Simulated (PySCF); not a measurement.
neopentane (C$_{5}$H$_{12}$), singlet, at a GFN2-xTB geometry. Base run: BLYP/STO-3G run with PySCF.

Input for PySCF:
```python
from pyscf import gto, scf, dft

mol = gto.M(
    atom='''
C    -0.342155   -0.440932    1.424642
C     0.000000   -0.000000    0.000000
C     0.140297    1.523020   -0.042687
C    -1.116514   -0.436182   -0.950914
C     1.318372   -0.645907   -0.431040
H    -1.277917    0.008553    1.749940
H    -0.446243   -1.522623    1.475778
H     0.441015   -0.139505    2.116951
H     0.383913    1.856752   -1.049057
H    -0.788353    2.001456    0.260981
H     0.930579    1.853398    0.627991
H    -2.063690    0.013373   -0.660635
H    -1.232017   -1.517803   -0.934797
H    -0.891425   -0.131331   -1.970672
H     1.238762   -1.730619   -0.407259
H     2.126021   -0.347501    0.233913
H     1.579354   -0.344148   -1.443135
''',
    basis='sto-3g',
    charge=0,
    spin=0,
    verbose=4,
)

mf = dft.RKS(mol)
mf.xc = 'blyp'
mf.kernel()
mf.analyze()
```

Variants of this job, named by their change:

| change | ΔE vs base (µEh) | grid points | electrons on the grid |
|---|---|---|---|
| base | 0.0 | 188288 | 41.99995 |
| small_rho_cutoff = 0 | 0.0 | 188288 | 41.99995 |
| grids.prune = dft.gen_grid.sg1_prune | 11.7 | 83392 | 41.99998 |
| grids.radi_method = gauss_chebyshev | 0.4 | 183936 | 41.99996 |
| grids.becke_scheme = stratmann | 0.9 | 188288 | 41.99995 |
| grids.prune = dft.gen_grid.treutler_prune | -0.5 | 160824 | 41.99995 |
| grids.level = 1 | 11.3 | 55568 | 41.99998 |
| grids.level = 2 | 2.5 | 120504 | 41.99994 |
| grids.prune = off | 0.2 | 294456 | 41.99995 |
| grids.radi_method = delley | 0.0 | 204416 | 41.99995 |
| grids.radi_method = mura_knowles | -0.4 | 180296 | 41.99995 |
